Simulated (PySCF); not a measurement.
**Fractional electron number in F²⁺ (fluorine, charge +2)**

The 2p alpha orbital of [He] 2s2 2p3 is emptied in steps (occupation f), with all orbitals relaxed, ending at [He] 2s2 2p2. Computed with PySCF 2.14 in aug-cc-pVTZ-DK (5s4p3d2f, 46 functions), with the spin-free X2C one-electron Hamiltonian (Gaussian nucleus). The exact energy is a straight line in f; departures are measured from the line between the end points of the same method.

```json
{"f": "1", "UHF (eV)": "0.000", "LDA (eV)": "0.000", "PBE (eV)": "0.000", "PBE0 (eV)": "0.000", "r2SCAN (eV)": "0.000", "LC-wPBE (eV)": "0.000", "BHandHLYP (eV)": "0.000", "wB97X (eV)": "0.000", "B3LYP (eV)": "0.000", "HSE06 (eV)": "0.000"}
{"f": "0.8", "UHF (eV)": "0.254", "LDA (eV)": "-1.859", "PBE (eV)": "-1.807", "PBE0 (eV)": "-1.297", "r2SCAN (eV)": "-1.646", "LC-wPBE (eV)": "-0.924", "BHandHLYP (eV)": "-0.787", "wB97X (eV)": "-0.901", "B3LYP (eV)": "-1.402", "HSE06 (eV)": "-1.365"}
{"f": "0.6", "UHF (eV)": "0.374", "LDA (eV)": "-2.798", "PBE (eV)": "-2.710", "PBE0 (eV)": "-1.942", "r2SCAN (eV)": "-2.447", "LC-wPBE (eV)": "-1.383", "BHandHLYP (eV)": "-1.177", "wB97X (eV)": "-1.344", "B3LYP (eV)": "-2.101", "HSE06 (eV)": "-2.044"}
{"f": "0.4", "UHF (eV)": "0.367", "LDA (eV)": "-2.804", "PBE (eV)": "-2.706", "PBE0 (eV)": "-1.935", "r2SCAN (eV)": "-2.422", "LC-wPBE (eV)": "-1.375", "BHandHLYP (eV)": "-1.173", "wB97X (eV)": "-1.328", "B3LYP (eV)": "-2.095", "HSE06 (eV)": "-2.036"}
{"f": "0.2", "UHF (eV)": "0.241", "LDA (eV)": "-1.871", "PBE (eV)": "-1.797", "PBE0 (eV)": "-1.283", "r2SCAN (eV)": "-1.600", "LC-wPBE (eV)": "-0.907", "BHandHLYP (eV)": "-0.777", "wB97X (eV)": "-0.868", "B3LYP (eV)": "-1.390", "HSE06 (eV)": "-1.349"}
{"f": "0", "UHF (eV)": "0.000", "LDA (eV)": "0.000", "PBE (eV)": "0.000", "PBE0 (eV)": "0.000", "r2SCAN (eV)": "0.000", "LC-wPBE (eV)": "0.000", "BHandHLYP (eV)": "0.000", "wB97X (eV)": "0.000", "B3LYP (eV)": "0.000", "HSE06 (eV)": "0.000"}
```

| method | E(f=0) − E(f=1) (eV) | −ε at f=1 (eV) | −ε at f=0.4 (eV) |
| --- | --- | --- | --- |
| UHF | 62.232 | 63.847 | 61.894 |
| LDA | 63.146 | 51.573 | 65.459 |
| PBE | 62.823 | 51.548 | 65.114 |
| PBE0 | 62.903 | 54.797 | 64.557 |
| r2SCAN | 63.147 | 52.786 | 65.292 |
| LC-wPBE | 63.013 | 57.246 | 64.211 |
| BHandHLYP | 62.790 | 57.869 | 63.795 |
| wB97X | 62.705 | 57.057 | 63.913 |
| B3LYP | 62.916 | 54.153 | 64.700 |
| HSE06 | 62.894 | 54.359 | 64.639 |

Orbital energy along the path (eV):

```tsv
f	UHF	LDA	PBE	PBE0	r2SCAN	LC-wPBE	BHandHLYP	wB97X	B3LYP	HSE06
1	-63.847	-51.573	-51.548	-54.797	-52.786	-57.246	-57.869	-57.057	-54.153	-54.359
0.8	-63.160	-56.139	-56.040	-58.046	-57.039	-59.551	-59.847	-59.343	-57.661	-57.782
0.6	-62.510	-60.775	-60.574	-61.307	-61.230	-61.884	-61.827	-61.642	-61.185	-61.217
0.4	-61.894	-65.459	-65.114	-64.557	-65.292	-64.211	-63.795	-63.913	-64.700	-64.639
0.2	-61.309	-70.161	-69.609	-67.759	-69.202	-66.476	-65.731	-66.072	-68.170	-68.003
0	-60.752	-74.834	-73.970	-70.854	-73.077	-68.582	-67.613	-67.950	-71.543	-71.245
```

Reference removal energy between the ground levels: 62.708 eV (semi-empirical (NIST evaluation); NIST Atomic Spectra Database, ionization energies). The calculation has no spin-orbit coupling. UHF lacks correlation.
